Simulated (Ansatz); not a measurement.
## Molecular dynamics of CO

Input file:

```yaml
crystal:
  lattice:
    - [7.741753, 0.0, 0.0]
    - [0.0, 7.741753, 0.0]
    - [0.0, 0.0, 7.741753]
  atoms:
    - { symbol: O, position: [0.14955826, 0.04240376, 0.25393156] }
    - { symbol: C, position: [0.22195202, 0.16532199, 0.21989951] }
    - { symbol: O, position: [0.12914788, 0.87419022, 0.83671855] }
    - { symbol: C, position: [-0.00880488, 0.9113842, 0.80337952] }
    - { symbol: O, position: [0.54572717, 0.89857648, -0.05530352] }
    - { symbol: C, position: [0.60024469, 0.92765109, 0.07783825] }
    - { symbol: O, position: [0.1376577, 0.63639304, 0.36730871] }
    - { symbol: C, position: [0.04279365, 0.59329697, 0.26402341] }
    - { symbol: O, position: [0.61122373, 0.42568371, 0.17261571] }
    - { symbol: C, position: [0.65309261, 0.43282608, 0.0321626] }
    - { symbol: O, position: [0.66849036, 0.18606878, 0.55133376] }
    - { symbol: C, position: [0.80784174, 0.19871518, 0.50637727] }
    - { symbol: O, position: [0.53347746, 0.71772643, 0.53575364] }
    - { symbol: C, position: [0.67423317, 0.6764264, 0.54189624] }
    - { symbol: O, position: [0.25417337, 0.47289837, 0.86910079] }
    - { symbol: C, position: [0.19031757, 0.40832061, 0.7535543] }
basis:
  ecutwfc: 420.0
kpoints:
  mp_grid: { grid: [1, 1, 1] }
hamiltonian:
  xc: pbe
  dispersion: d3bj
scf:
  occupations: { method: fermi_dirac, width: 0.05 }
  lower_state_search: "off"
md:
  timestep: 1
  n_steps: 300
  ensemble: nvt_langevin
  temperature: 1500.0
  initial_velocities: maxwell_boltzmann
  seed: 315548
  friction: 0.02
```

Run as:

```bash
$ ansatz run input.yaml --threads 1 --pin off --max-ram 3072MiB --backend cpu --events-out ev --progress --plain --runs-dir out
```

It starts from a partly relaxed structure (largest force component 0.28 eV/Å).

Output, in part (step lines):

```
md step     0: t =     0.00 fs  T =  1406.2 K  F+E_penalty+E_count = -6533.70842463 eV  E_kin = 2.908350 eV  (10 SCF iters)
md step     1: t =     1.00 fs  T =  1438.7 K  F+E_penalty+E_count = -6533.62370419 eV  E_kin = 2.975547 eV  (10 SCF iters)
md step     2: t =     2.00 fs  T =  1417.1 K  F+E_penalty+E_count = -6533.39242255 eV  E_kin = 2.930754 eV  (10 SCF iters)
md step     3: t =     3.00 fs  T =  1425.2 K  F+E_penalty+E_count = -6533.14138565 eV  E_kin = 2.947617 eV  (10 SCF iters)
md step     4: t =     4.00 fs  T =  1276.9 K  F+E_penalty+E_count = -6533.01180143 eV  E_kin = 2.640849 eV  (9 SCF iters)
md step     5: t =     5.00 fs  T =  1352.9 K  F+E_penalty+E_count = -6533.08992858 eV  E_kin = 2.798080 eV  (8 SCF iters)
md step     6: t =     6.00 fs  T =  1606.5 K  F+E_penalty+E_count = -6533.31221496 eV  E_kin = 3.322550 eV  (8 SCF iters)
md step     7: t =     7.00 fs  T =  1568.5 K  F+E_penalty+E_count = -6533.51567516 eV  E_kin = 3.243861 eV  (7 SCF iters)
[... lines left out ...]
md step   299: t =   299.00 fs  T =  1375.4 K  F+E_penalty+E_count = -6532.46044026 eV  E_kin = 2.844532 eV  (8 SCF iters)
md step   300: t =   300.00 fs  T =  1388.3 K  F+E_penalty+E_count = -6532.40709261 eV  E_kin = 2.871307 eV  (9 SCF iters)
```

The steps, from the saved trajectory:

```
time (fs)  T (K)  potential energy less start (eV)
      0.0   1406                             0.000
     10.0   1407                             0.393
     20.0    931                             0.503
     30.0   1166                             0.542
     40.0   1607                             0.466
     50.0   1715                             0.616
     60.0   1395                             0.872
     70.0   1857                             0.682
     80.0   2063                             1.046
     90.0   2005                             0.965
    100.0   1755                             0.796
    110.0   1695                             1.055
    120.0   1095                             1.558
    130.0   1734                             1.457
    140.0   1525                             1.242
    150.0   1176                             1.600
    160.0   1328                             1.629
    170.0   1552                             1.461
    180.0   1942                             1.133
    190.0   1467                             1.303
    200.0   1339                             1.007
    210.0   1841                             0.684
    220.0   1621                             0.935
    230.0   1446                             1.312
    240.0   1554                             1.108
    250.0   1786                             1.005
    260.0   1610                             1.039
    270.0   1406                             1.137
    280.0   1471                             0.840
    290.0   1405                             0.633
    300.0   1388                             1.301
```

The run went to its last step. A run of 0.3 ps of so small a system gives no equilibrium averages. Limits of this set-up: coarse k mesh.

Mean squared displacements from the first frame to the last, about the centre of mass: O 1.83 Å², C 2.70 Å².

Last frame:

```xyz
16
Lattice="7.7418 0.0000 0.0000 0.0000 7.7418 0.0000 0.0000 0.0000 7.7418" Properties=species:S:1:pos:R:3
O 1.355 0.889 1.778
C 2.040 0.270 2.482
O 1.058 8.259 7.222
C 0.794 8.456 6.198
O 5.463 6.633 -0.037
C 5.755 7.694 -0.504
O 0.647 4.618 1.050
C 0.115 5.423 0.414
O 4.944 3.627 1.772
C 4.101 3.442 2.434
O 5.087 0.802 3.982
C 5.500 0.391 3.043
O 6.096 5.033 4.812
C 4.977 5.084 4.514
O 1.817 3.574 5.329
C 1.284 4.163 4.544
```

Run time: 4.6 min on 1 thread of AMD EPYC 9R45 96-Core Processor (Zen 5), on a shared host, peak memory 0.5 GiB.
